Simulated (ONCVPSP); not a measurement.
## Which setting gave this result? (silicon (Si), ONCV)

Base potential:

Si, optimised norm-conserving Vanderbilt (ONCV), made with ONCVPSP 4.0.1 (PBE, scalar-relativistic). Core [He], reference 2s2 2p6 3s2 3p1 (charge +1). Waves: 2s+3s: rc 1.05 bohr, ncon 4, nbas 7, qcut 11.7 1/bohr, 2 projectors; 2p+3p: rc 0.90 bohr, ncon 4, nbas 8, qcut 15.6 1/bohr, 2 projectors. Local part: polynomial inside 0.75 bohr (lpopt 4, dvloc0 3 Ha). Core correction: Teter function, fcfact 1.75, rcfact 1.2.

Cutoffs, loose and tight: the cutoffs (Ha) at which the residual kinetic energy of the hardest occupied pseudo-wave falls to 1 and 0.1 mHa per electron. They do not see the model core or the augmentation charge, which bear on the density cutoff. Test errors are all-electron minus pseudo excitation energies from the reference, over the configurations 2s2 2p6 3s2 3p2; 2s2 2p6 3s2 3p0; 2s2 2p6 3s1 3p0; 2s2 2p6 3s1 3p3; variants that change the core or the reference have their own tests.

Only the p radius is moved:

| p radius (bohr) | cutoff, loose | cutoff, tight | bound ghosts | largest test error (meV) |
| --- | --- | --- | --- | --- |
| 0.62 | 341 Ha | 542 Ha | none | -1.5 |
| 0.68 | 135 Ha | 421 Ha | none | -1.5 |
| 0.86 | 100 Ha | 113 Ha | none | -1.3 |
| 0.92 | 95 Ha | 107 Ha | none | -1.3 |
| 1 | 88 Ha | 100 Ha | none | -1.4 |
| 1.06 | 84 Ha | 95 Ha | none | -1.6 |
| 1.16 | 78 Ha | 90 Ha | none | -2.0 |
| 1.24 | 72 Ha | 83 Ha | none | -3.0 |
| 1.32 | 69 Ha | 80 Ha | none | -4.5 |

Task: One more run gave cutoff, loose: 111 Ha; cutoff, tight: 214 Ha; bound ghosts: none; largest test error (meV): -1.4. Which value of the p radius was used?

Result: 0.76 bohr. The loose cutoff moves one way along this sweep, from 341 Ha at 0.62 to 69 Ha at 1.32 bohr, which places the run between 0.68 and 0.86 bohr.
